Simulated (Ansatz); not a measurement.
The first iterations of a band of C₂H₈B₂Si (13 atoms, charge 0, multiplicity 1).

These are results of RKS r2SCAN-D4/def2-SVP in Ansatz 0.2.0, not measurements.

| Item | Value |
| --- | --- |
| movable images | 7 |
| climbing image | yes |
| spring | 2.0 to 10.0 eV/Å², energy-weighted |
| optimiser | quadratic models (default) |
| start path | IDPP |
| force threshold | 0.05 eV/Å |
| iteration limit | 46 |
| end points | relaxed |

Image 0:

```xyz
13
Properties=species:S:1:pos:R:3
Si -2.188 -0.122 0.664
B -0.538 1.042 0.800
B 0.686 0.412 0.017
C 1.440 0.090 -1.327
C 1.852 -0.640 -0.094
H -1.986 -1.368 -0.143
H -2.642 -0.542 2.030
H -3.306 0.648 0.026
H -0.620 2.064 1.436
H 2.087 0.882 -1.721
H 0.865 -0.439 -2.096
H 2.793 -0.367 0.397
H 1.578 -1.694 0.024
```

Image 8:

```xyz
13
Properties=species:S:1:pos:R:3
Si -2.184 -0.126 0.675
B -0.536 1.041 0.804
B 0.687 0.413 0.016
C 1.855 -0.635 -0.103
C 1.430 0.091 -1.334
H -1.981 -1.375 -0.128
H -2.633 -0.542 2.044
H -3.307 0.636 0.037
H -0.620 2.065 1.436
H 1.587 -1.690 0.021
H 2.800 -0.357 0.379
H 0.850 -0.441 -2.097
H 2.072 0.884 -1.734
```

| iteration | highest image above the first end (eV) | largest band force component (eV/Å) |
| --- | --- | --- |
| 1 | 1.664 | 3.882 |
| 2 | 1.129 | 1.287 |
| 3 | 1.057 | 0.485 |
| 4 | 1.045 | 0.286 |

Task: Does the band converge within its limit, and where does its top end?

Result: The run converged. It ended after 13 iterations with the highest image 1.040 eV above the first end. Another band between the same ends (7 images) ends at a top of the same energy, where a vibrational analysis finds 2 clearly imaginary modes.

The run took 6.4 min on 2 threads of Arm Neoverse V1, with other jobs on the host, peak memory 0.17 GiB.
